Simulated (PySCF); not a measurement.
## BI₃: how level, basis and relativity move the structure

Each row is its own optimisation.

Each entry is the lowest minimum that a search over a few typed start shapes (and spin states, where more than one is plausible) found, or that minimum re-optimised at the stated level; isomers with ligand–ligand bonds, or fragments after loss of a ligand pair, can lie lower. Open shells are unrestricted; no spin–orbit coupling; PySCF with density fitting.

```json
{"level": "B3LYP/def2-SVP (scalar-relativistic core potentials)", "2S+1": "1", "point group": "D3h", "mean bond to B (Å)": "2.138", "atomisation (kJ/mol)": "909", "distinct angles (°)": "120", "highest ω (cm⁻¹)": "696"}
{"level": "B3LYP/def2-TZVP (scalar-relativistic core potentials)", "2S+1": "1", "point group": "D3h", "mean bond to B (Å)": "2.129", "atomisation (kJ/mol)": "898", "distinct angles (°)": "120", "highest ω (cm⁻¹)": "685"}
{"level": "PBE/def2-TZVP (scalar-relativistic core potentials)", "2S+1": "1", "point group": "D3h", "mean bond to B (Å)": "2.126", "atomisation (kJ/mol)": "998", "distinct angles (°)": "120", "highest ω (cm⁻¹)": "685"}
{"level": "PBE0/def2-TZVP (scalar-relativistic core potentials)", "2S+1": "1", "point group": "D3h", "mean bond to B (Å)": "2.112", "atomisation (kJ/mol)": "967", "distinct angles (°)": "120", "highest ω (cm⁻¹)": "718"}
```

Across these levels the mean bond spreads over 0.026 Å and the highest wavenumber over 33 cm⁻¹; all give the same point group.

Levels that gave another bonding pattern or an unsound solution are left out.
